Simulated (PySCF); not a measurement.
# How the method changes the constants of SrLi⁺

State: ¹Σ⁺ (singlet), closed shell. Set-up: Sr x2c-SVPall, Li x2c-SVPall; spin-free X2C with a Gaussian nucleus (PySCF 2.14). De refers to Sr + Li⁺ in their ground configurations, without counterpoise correction. A positive dipole points towards Li; it is taken about the centre of mass and depends on that origin.

```json
{"Level": "RHF-MP2", "Re (Å)": "3.546", "ωe (cm⁻¹)": "214", "De (eV)": "1.19", "μ (D)": "n/a"}
{"Level": "RHF-SCS-MP2", "Re (Å)": "3.552", "ωe (cm⁻¹)": "213", "De (eV)": "1.19", "μ (D)": "n/a"}
{"Level": "RHF-CCSD", "Re (Å)": "3.555", "ωe (cm⁻¹)": "212", "De (eV)": "1.28", "μ (D)": "n/a"}
{"Level": "RHF-CCSD(T)", "Re (Å)": "3.560", "ωe (cm⁻¹)": "211", "De (eV)": "1.28", "μ (D)": "n/a"}
{"Level": "PBE", "Re (Å)": "3.422", "ωe (cm⁻¹)": "227", "De (eV)": "1.42", "μ (D)": "5.03"}
{"Level": "PBEsol", "Re (Å)": "3.420", "ωe (cm⁻¹)": "227", "De (eV)": "1.37", "μ (D)": "5.20"}
{"Level": "r²SCAN", "Re (Å)": "3.461", "ωe (cm⁻¹)": "228", "De (eV)": "1.33", "μ (D)": "5.00"}
{"Level": "B3LYP", "Re (Å)": "3.428", "ωe (cm⁻¹)": "225", "De (eV)": "1.35", "μ (D)": "5.18"}
{"Level": "PBE0", "Re (Å)": "3.431", "ωe (cm⁻¹)": "232", "De (eV)": "1.41", "μ (D)": "4.72"}
{"Level": "r²SCAN0", "Re (Å)": "3.456", "ωe (cm⁻¹)": "230", "De (eV)": "1.32", "μ (D)": "4.87"}
{"Level": "ωB97X", "Re (Å)": "3.465", "ωe (cm⁻¹)": "228", "De (eV)": "1.17", "μ (D)": "5.26"}
```

Task: Which functional lies closest to RHF-CCSD(T) in De, which farthest, and by how much do they differ from it?

Result: Closest is r²SCAN0 (-10.4 pm in Re, +9.0 % in ωe, +0.04 eV in De against RHF-CCSD(T) in the same basis), farthest PBE (-13.8 pm in Re, +7.6 % in ωe, +0.14 eV in De). CCSD(T) converges more slowly with the basis than the functionals do and binds too weakly in this one, so the order can change at the basis-set limit.

Task: What does a quarter of exact exchange do here, going from PBE to PBE0?

Result: PBE0 less PBE: +0.9 pm in Re, +2.2 % in ωe, -0.01 eV in De. Exact exchange removes part of the self-interaction that spreads semilocal densities, and in most molecules shortens and stiffens the bond and lowers De; here Re goes the other way.

Task: What does the triples do here, going from RHF-CCSD to RHF-CCSD(T)?

Result: RHF-CCSD(T) less RHF-CCSD: +0.5 pm in Re, -0.5 % in ωe, +0.00 eV in De. The bond lengthens, as in strong covalent bonds, where excitations into antibonding orbitals dominate.

Correlated steps freeze 9 core orbitals. Closed-shell solutions of metal pairs were not tested for spin polarisation, which can lower them a little. Correlated levels converge slowly with the basis: in double zeta they bind strong bonds too weakly, by up to about 1 eV, and carry superposition errors of some tenths. For an ion De counts to the pair picked by the measured ionisation energies or electron affinities, which need not be the lowest pair at this level.

The whole job (state search and all levels along the bond) took about 3 min on 1 thread of Intel Xeon Platinum 8488C (shared host), peak memory 0.82 GiB.
